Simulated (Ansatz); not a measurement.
Several settings on one geometry of 1CB (C₁₄H₁₁N) (that of the charge 0 singlet, PBE-D4/def2-SVP). Ansatz on 4 threads of AMD EPYC 9R45 on a shared host; times are rough.

```tsv
atom	x (Å)	y (Å)	z (Å)
C1	4.6991	-0.0927	-0.2345
C2	3.1958	-0.0424	-0.1487
C3	2.5138	-0.4454	1.0176
C4	1.1162	-0.4243	1.0879
C5	0.3374	-0.0034	-0.0133
C6	-1.1419	0.0209	0.0577
C7	-1.8107	0.3126	1.2705
C8	-3.2045	0.3373	1.3446
C9	-3.9812	0.0668	0.1933
C10	-5.4124	0.0890	0.2614
N11	-6.5856	0.1066	0.3158
C12	-3.3268	-0.2266	-1.0264
C13	-1.9322	-0.2467	-1.0856
C14	1.0206	0.4003	-1.1836
C15	2.4177	0.3836	-1.2459
H16	5.1050	0.7692	-0.8015
H17	5.1684	-0.0981	0.7688
H18	5.0373	-1.0117	-0.7609
H19	3.0935	-0.7887	1.8896
H20	0.6178	-0.7708	2.0060
H21	-1.2221	0.5560	2.1674
H22	-3.7074	0.5736	2.2935
H23	-3.9252	-0.4459	-1.9224
H24	-1.4399	-0.5041	-2.0351
H25	0.4469	0.7689	-2.0476
H26	2.9203	0.7160	-2.1687
```

Totals from different functionals, basis sets or treatments of relativity can't be compared as stabilities.

Correlated methods freeze 15 core orbitals.

The spins typed aren't always the lowest for that charge.

Task: Give the basis size and estimate the energy, ⟨S²⟩, dipole and time of these runs.

```json
{"run": "1", "method": "UKS B3LYP5/def2-mTZVPP", "charge": "0", "state": "singlet", "further keys": "scf: {omitted_lower_state_checks: [starts]}"}
{"run": "2", "method": "UKS PBE-QIDH/def2-SVP", "charge": "0", "state": "singlet", "further keys": "scf: {omitted_lower_state_checks: [starts]}; forces asked"}
{"run": "3", "method": "UKS rPW86-PBE/aug-cc-pVDZ", "charge": "0", "state": "triplet", "further keys": "point_charges: [{charge: -1.00, position_ang: [10.031, -0.814, 0.195]}]; scf: {omitted_lower_state_checks: [starts]}; forces asked"}
```

Result: 
| run | functions | energy (Eh) | ⟨S²⟩ | dipole (D) | wall time |
| --- | --- | --- | --- | --- | --- |
| 1 | 345 | -594.6760 | 0.00 | – | 11 s |
| 2 | 265 | -593.4795 | 0.00 | 5.75 | 38 s |
| 3 | 444 | -596.1801 | 2.01 | 11.92 | 37 s |
